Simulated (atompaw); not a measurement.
# Scattering properties, PAW (atompaw) potential for caesium

atompaw 4.2.0.5 input, output lines left out:

```
Cs 55
GGA-PBE scalarrelativistic loggrid 2001 logderivrange -3 5 201
6 6 5 0 0 0
6 0 1
6 1 0
5 2 0
0 0 0
c
c
c
c
c
v
c
c
c
v
v
c
c
v
2
3.00 2.55 2.00 1.75
y
2.05
n
n
y
0.35
n
custom polynom vanderbiltortho sinc
3 1 troulliermartins
3.00
3.00
2.35
3.00
3.00
3.00
```

The phase is arctan(r·u′/u) with u = r·R(r), unwrapped; energies in Ry, scanned from -3 to 5 Ry. A pole is an energy at which the radial function vanishes at the test radius. The pseudo phase is shifted by a multiple of π to meet the all-electron one at the reference energy, and phase errors are pseudo minus all-electron; the curves can meet again beyond the range given. Levels narrower than the energy grid can be missing from the lists of poles.

For each channel, where are the poles, and over which energies does the pseudopotential scatter like the atom?

| channel | radius (bohr) | reference energy (Ry) | poles, all-electron | poles, pseudo | unbroken range about the reference energy with phases within 0.05 rad | phase error 1 Ry above the reference energy (rad) |
| --- | --- | --- | --- | --- | --- | --- |
| s | 3.00 | -0.15 | -1.76, 3.82 | -1.86, 3.74 | above -1.8 | -0.006 |
| p | 3.00 | -0.05 | -0.56 | -2.33, -0.56, 4.80 | -2.1 to 1.4 | +0.009 |
| d | 3.00 | -0.03 | 1.34 | 1.34, 3.68 | below 2.8 | -0.000 |

Note: ghost states, extra bound levels that the all-electron valence spectrum of the same l lacks: s at -471.8 eV, p at -32.1 eV, s at -28.4 eV. A true bound ghost makes a file unfit for plane-wave use.

Phases in the p channel:

```csv
E (Ry),all-electron,pseudo
-3.00,1.340,4.459
-2.52,1.301,4.347
-2.04,1.227,1.264
-1.56,0.997,1.014
-1.08,-0.881,-0.880
-0.60,-1.553,-1.552
-0.12,-1.692,-1.692
0.36,-1.785,-1.784
0.84,-1.898,-1.892
1.32,-2.112,-2.081
1.80,-2.753,-2.579
2.28,-3.922,-3.701
2.76,-4.360,-4.276
3.24,-4.518,-4.480
3.72,-4.599,-4.581
4.20,-4.651,-4.647
4.68,-4.689,-4.700
```
